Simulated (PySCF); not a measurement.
C2H4FNOSi, SMILES C(#N)O[Si@@H](C)F. Coordinates come from a PBE-D3(BJ)/def2-SVP optimisation. The structure was generated by enumeration; whether it is a known compound was not checked. Other conformers were not sampled.

Computed equilibrium geometry at PBE-D3(BJ)/def2-SVP (PySCF confirms it by a frequency run) as a Z-matrix (one conformer of several):
```
Si
F 1 1.6291
O 1 1.7267 2 106.64
C 3 1.2919 1 126.20 2 -76.09
N 4 1.1770 1 151.16 2 -71.56
H 1 1.4910 2 108.07 3 -115.17
C 1 1.8493 6 118.03 2 127.26
H 7 1.1083 1 110.63 6 -64.41
H 7 1.1084 8 108.51 1 -121.39
H 7 1.1084 8 108.47 9 -117.69
```
